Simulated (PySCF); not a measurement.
Atom-mapped SMILES (the numbers label the heavy atoms): `[N:1]#[C:2][SiH:3]([NH2:4])[NH2:5]` (H(Xn): hydrogen on atom n).

Geometry: PBE0-D3(BJ)/def2-SVP; GIAO absolute shieldings from PySCF, gas phase, non-relativistic, averaged over equivalent atoms.

At PBE0/6-31G* (84 basis functions, 5.8 s wall time on 1 thread of an Arm Neoverse V2, shared host):
```csv
atoms,σ (ppm)
N1,-45.3
N4/N5,244.8
C2,78.2
Si3,465.2
H(Si3),26.88
H(N4)/H(N5),31.72
```

Q: What do these become at PBE0/pcSseg-2?

A: 
```csv
atoms,σ at PBE0/pcSseg-2,change
N1,-88.3,-43.0
N4/N5,235.4,-9.4
C2,51.1,-27.1
Si3,398.6,-66.6
H(Si3),26.29,-0.59
H(N4)/H(N5),30.37,-1.35
```

The largest change is at Si3 (silicon bonded to C, 2 N, H). Cost: 257 basis functions, 32 s wall time on 1 thread of an Arm Neoverse V1, shared host.
